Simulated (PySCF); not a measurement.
## A thermochemical cycle for CBr

MP2 in PySCF with def2-TZVPPD on every atom, for the lowest determinant that a PBE0 search found; no spin–orbit coupling. CBr, a doublet (π ↑), has De = 3.49 eV to neutral atoms, and CBr⁺, a singlet (closed shell), has De = 6.25 eV to C⁺ + Br.

The adiabatic ionisation energy of CBr, between the minima, is 8.49 eV.

Which ionisation energy of the C atom does this level give?

IE(C) = IE(molecule) + De(ion) − De(neutral) = 8.49 + 6.25 − 3.49 = 11.25 eV; the measured value is 11.26 eV (NIST ASD).

Correlated steps freeze 10 core orbitals. For an ion De counts to the pair picked by the measured ionisation energies or electron affinities, which need not be the lowest pair at this level. Where the molecule has an RHF reference, its open-shell atoms are computed with UHF. States were picked by a PBE0 search and need not be the measured ground states.
